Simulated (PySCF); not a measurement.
Computed shifts of a molecule C3H4ClF, PySCF with PBE0/pcSseg-1, GIAO, gas phase, equivalent atoms averaged, in ppm (number of nuclei): ¹³C: 156.7 (1), 133.3 (1), 20.5 (1). ¹⁹F: -134.5 (1). ¹H: 7.23 (1), 2.31 (3). References: ¹³C against TMS (σ = 186.3 ppm); ³⁵Cl against HCl (σ = 945.9 ppm); ¹⁹F against CFCl3 (σ = 167.2 ppm); ¹H against TMS (σ = 31.56 ppm), references at their B3LYP-D3(BJ)/def2-TZVP geometries, non-relativistic (without spin–orbit terms, shifts of atoms bonded to Cl or Br come out too high). Coordinates come from a PBE0-D3(BJ)/def2-SVP optimisation. The values are those of a single conformer.

Task: Which structure fits?
A) C/C(F)=C\Cl
B) FC1(Cl)CC1
C) F[C@@H]1C[C@H]1Cl
D) C/C(Cl)=C\F

Result: D, C/C(Cl)=C\F
